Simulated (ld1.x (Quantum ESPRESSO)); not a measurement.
**What the settings do to the TM potential of nickel (Ni)**

Base potential:

ld1.x (Quantum ESPRESSO) 7.5 input, shortened:

```
&input
   title='Ni', zed=28., rel=1, dft='PBE', iswitch=3,
   config='[Ar] 3d8 4s1.5 4p0'
 /
 &inputp
   pseudotype=2, tm=.true., lloc=2,
   nlcc=.false.
 /
3
4S  1  0   1.50   0.00  1.75  1.75  0.0
3P  2  1   6.00   0.00  1.15  1.15  0.0
3D  3  2   8.00   0.00  1.00  1.00  0.0
 &test
   configts(1)='3p6 3d8 4s1.5 4p0'
 /
```

Cutoffs, loose and tight: the cutoffs (Ry, on a coarse ladder) from which the occupation-weighted sum of valence levels, in a spherical-Bessel basis at the reference potential, stays within 10 and 1 mRy of its value at 400 Ry. They do not see the model core or the augmentation charge, which bear on the density cutoff. Test errors are all-electron minus pseudo excitation energies from the reference, over the configurations 3p6 3d8 4s2 4p0; 3p6 3d8 4s1 4p0; 3p6 3d8 4s0 4p0; 3p6 3d6 4s0 4p0; 3p6 3d9 4s1 4p0; 3p6 3d9 4s0 4p0; 3p6 3d8 4s1 4p1. A dash means not determined; rows that change the core or the reference have their own tests. The largest error is taken over the tests solved by every variant that gives reliable tests at all: 3p6 3d6 4s0 4p0; 3p6 3d8 4s0 4p0; 3p6 3d8 4s1 4p1; 3p6 3d8 4s2 4p0; 3p6 3d9 4s0 4p0.

A true bound ghost makes a file unfit for plane-wave use even where its test errors are small: the radial tests pick states by their node count and pass the ghost by. Where a test does run into it, the solver fails or the error is huge.

```csv
change,outcome,"cutoff, loose","cutoff, tight",bound ghosts,largest test error (meV)
base,generated,230 Ry,300 Ry,s,+126
type TM semilocal; local potential the s channel,generated,230 Ry,300 Ry,none,+137
wave 3d (bound): rc 1.00 bohr becomes 3d (bound): rc 1.38 bohr,generated,140 Ry,230 Ry,s,-131
fully relativistic,generated,230 Ry,300 Ry,s,+137
local potential the p channel,generated,230 Ry,over 300 Ry,s,+182
wave 3p (bound): rc 1.15 bohr becomes 3p (bound): rc 1.70 bohr,generated,230 Ry,300 Ry,s,-91
wave 4s (bound): rc 1.75 bohr becomes 4s (bound): rc 1.24 bohr,generated,230 Ry,over 300 Ry,s,-139
functional LDA (PZ),generated,230 Ry,300 Ry,s,+104
"all radii scaled by about 1.04 (s 1.82, p 1.20, d 1.04 bohr)",generated,200 Ry,300 Ry,s,+122
reference 3p6 3d8 4s2 4p0,generated,230 Ry,over 300 Ry,s,+165 over the solved tests; 1 of 7 tests not solved or not reliable
local potential the s channel,generated,230 Ry,over 300 Ry,none,-1305
```
